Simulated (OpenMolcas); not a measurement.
## Mn2+, Tc2+, Re2+: d⁵ down the group

```json
{
 "Program": "OpenMolcas 26.06",
 "Method": "CASSCF",
 "Basis": "ANO-R2",
 "Scalar Hamiltonian": "X2C, finite nucleus",
 "Spin-orbit coupling": "RASSI with atomic mean-field integrals over the reference wave functions, term energies averaged over their components"
}
```

Active space for each ion: 5 electrons in 6 orbitals (d s).

Computed levels in cm-1 above ⁶S_5/2:

```tsv
Level	Mn2+	Tc2+	Re2+
⁴G_11/2	34429	25129	22834
⁴G_9/2	34435	25168	23212
⁴P_1/2	39702	28610	22538
⁴D_7/2	42831	30289	26098
⁴D_1/2	42879	30683	27087
²I_11/2	49055	36150	33191
²I_13/2	49091	36464	35678
²D_3/2(1)	55732	39874	33351
⁴F_5/2	57809	41868	37434
weight of ⁶S in the lowest level (%)	100	99	92
```

Mixed levels, with the weight of the term that names them: Re2+ ⁴P_1/2 (53 %), Re2+ ⁴D_1/2 (66 %), Re2+ ²D_3/2(1) (50 %), Re2+ ⁴F_5/2 (71 %).

Measured, with the error of the calculation in %. Measured levels: Mn2+ from Corliss and Sugar, J. Phys. Chem. Ref. Data 6, 1253 (1977); Re2+ from the list in Brasseur, Gamrath and Quinet, At. Data Nucl. Data Tables 157, 101636 (2024).

```tsv
Level	Mn2+	Re2+
⁴G_11/2	26824 (+28.3)	18020 (+26.7)
⁴G_9/2	26851 (+28.2)	18346 (+26.5)
⁴D_7/2	32307 (+32.6)	20453 (+27.6)
⁴D_1/2	32369 (+32.5)	
²I_11/2	39174 (+25.2)	26170 (+26.8)
²I_13/2	39176 (+25.3)	28588 (+24.8)
²D_3/2(1)	41570 (+34.1)	
⁴F_5/2	43669 (+32.4)	30302 (+23.5)
```

Without spin-orbit coupling ⁴G lies 34428, 25111, 22426 cm-1 above ⁶S in that order; the difference to the level ⁴G_11/2, of either sign, comes from spin-orbit coupling, which also lowers the zero.

Without dynamic correlation excited terms often stand tens of per cent too high (terms of higher spin than the ground term too low), and those without a measured partner can miss by more than the paired ones. Terms from blocks run as CI alone lack orbitals of their own. Some high roots are left out of the spin-orbit mixing, which shifts the levels that they would mix with (holds for Tc2+; Re2+). Configurations are named by rounded mean occupations; where the s occupation lies near a half they are strongly mixed, a name can repeat and a true partner stay unpaired (holds for Re2+). Measured partners are found by configuration, term and J. A level has none where our copy of the source lacks it or the pairing is in doubt (some pairs that miss far off the trend of their configuration count as doubtful), and it then counts in no deviation. Only configurations of the active space appear.

A number in round brackets counts repeated terms of one configuration in the order of the reference energies.
